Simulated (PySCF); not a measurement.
## GeCl⁺: from constants to spectrum

RHF-CCSD(T) constants of GeCl⁺, ¹Σ⁺ (singlet), closed shell (basis Ge def2-SVP, Cl def2-SVP; no relativity; PySCF 2.14; masses 73.9212 and 34.9689 u):

```
ωe              : 505.8 cm⁻¹
ωexe            : 1.35 cm⁻¹
Be              : 0.16472 cm⁻¹
αe              : 0.000651 cm⁻¹
D (centrifugal) : 6.99e-08 cm⁻¹
De to Ge⁺ + Cl  : 4.28 eV
```

Problem. Give the vibrational terms G(v) and spacings up to v = 6.

Solution. G(v) = ωe(v+½) − ωexe(v+½)².

```tsv
v	G(v) (cm⁻¹)	G(v) − G(v−1)	Bv (cm⁻¹)
0	252.6		0.1644
1	755.7	503.1	0.1637
2	1256.1	500.4	0.1631
3	1753.8	497.7	0.1624
4	2248.8	495.0	0.1618
5	2741.1	492.3	0.1611
6	3230.7	489.6	0.1605
```

Problem. How well does the Morse estimate ωe²/(4ωexe) reproduce De, and what is D0?

Solution. It gives 5.87 eV, 137 % of the computed De. D0 = De − G(0) = 4.28 − 0.03 = 4.25 eV.

Correlated steps freeze 14 core orbitals. Correlated levels converge slowly with the basis: in double zeta they bind strong bonds too weakly, by up to about 1 eV, and carry superposition errors of some tenths. For an ion De counts to the pair picked by the measured ionisation energies or electron affinities, which need not be the lowest pair at this level. Where the molecule has an RHF reference, its open-shell atoms are computed with UHF.
